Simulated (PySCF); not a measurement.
Mapped SMILES: `[CH3:1][C:2]#[C:3][B:4]([OH:5])[OH:6]`. Each H is labelled by its parent atom.

All values are calculated (PySCF 2.14.0 with density-fitted response routines): PBE0-D3(BJ)/def2-SVP structure, shielding tensors at KT3/pcSseg-2 (GIAO). Non-relativistic, a single conformation, no solvent, rapidly exchanging positions averaged.

Scale: TMS for $^{13}$C (σ = 181.31 ppm) and $^{1}$H (σ = 31.35 ppm); BF3·OEt2 for $^{11}$B (σ = 98.64 ppm); $^{17}$O (σ = 323.80 ppm) vs H2O (reference shieldings calculated alike).

| atoms | nucleus | count | δ (ppm) |
| --- | --- | --- | --- |
| O5/O6 | $^{17}$O | 2 | 121.4 |
| C3 | $^{13}$C | 1 | ? |
| C2 | $^{13}$C | 1 | 95.1 |
| B4 | $^{11}$B | 1 | ? |
| H(C1) | $^{1}$H | 3 | 2.04 |
| H(O5)/H(O6) | $^{1}$H | 2 | 3.55 |
| C1 | $^{13}$C | 1 | 6.5 |

Task: Fill in the missing shifts.

Result: 
- C3: 75.7 ppm, alkyne carbon; the triple bond shields along its axis, which puts it between sp3 and sp2 carbons
- B4: 17.0 ppm, boron bonded to C, 2 O

Exchangeable OH/NH protons stand at their gas-phase positions; hydrogen bonding in a real sample shifts them, mostly to higher δ. A carbon bonded to boron is broadened by the quadrupolar boron nucleus and is often missing from a measured spectrum. Shifts are as computed, not scaled to solution data. Of 1211 compounds with measured shifts, 218 miss one by over three times the rms of a fit or turn the order of signals round; such compounds aren't used in these exercises. Experimental scales use liquid or dissolved standards, which lie at an offset from isolated H2O (liquid H2O: subtract about 36 ppm).
